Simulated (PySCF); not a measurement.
Cartesian coordinates in Å; atom numbers follow the order of the lines, from 1:
```xyz
15

N     0.856   -1.376    0.041
Si    1.734    0.041    0.487
N     0.728    1.396    0.122
Si   -0.994    1.501    0.101
N    -1.595   -0.097   -0.143
Si   -0.738   -1.522   -0.603
H     1.376   -2.234    0.101
H     2.057   -0.039    1.922
H     2.954    0.180   -0.322
H     1.203    2.282    0.111
H    -1.354    2.397   -1.010
H    -1.542    1.995    1.375
H    -2.597   -0.173   -0.164
H    -1.400   -2.672    0.028
H    -0.692   -1.671   -2.068
```

PySCF 2.14 calculation with geometry: GFN2-xTB and PBE0/pcSseg-1 with gauge-including orbitals; equivalent nuclei averaged, one computed conformer, in vacuum, non-relativistic.

References, each an isolated molecule treated in the same way: ¹H, ²⁹Si vs TMS; ¹⁵N against NH3.

```json
{"atoms": "Si2/Si4/Si6", "nucleus": "²⁹Si", "count": "3", "Hirshfeld charge": "0.40", "δ (ppm)": "?"}
{"atoms": "H7/H10/H13", "nucleus": "¹H", "count": "3", "Hirshfeld charge": "0.12", "δ (ppm)": "-0.74"}
{"atoms": "N1/N3/N5", "nucleus": "¹⁵N", "count": "3", "Hirshfeld charge": "-0.33", "δ (ppm)": "?"}
{"atoms": "H8/H9/H11/H12/H14/H15", "nucleus": "¹H", "count": "6", "Hirshfeld charge": "-0.10", "δ (ppm)": "5.58"}
```

Question: Estimate the values marked ?.

Answer: 
- N1/N3/N5: 13.1 ppm, nitrogen bonded to 2 Si, H, in a 6-membered ring
- Si2/Si4/Si6: -36.6 ppm, silicon bonded to 2 N, 2 H, in a 6-membered ring

Exchangeable OH/NH protons stand at their gas-phase positions; hydrogen bonding in a real sample shifts them, mostly to higher δ. Experimental scales use liquid or dissolved standards, which lie at an offset from isolated NH3 (liquid NH3: subtract about 20 ppm).
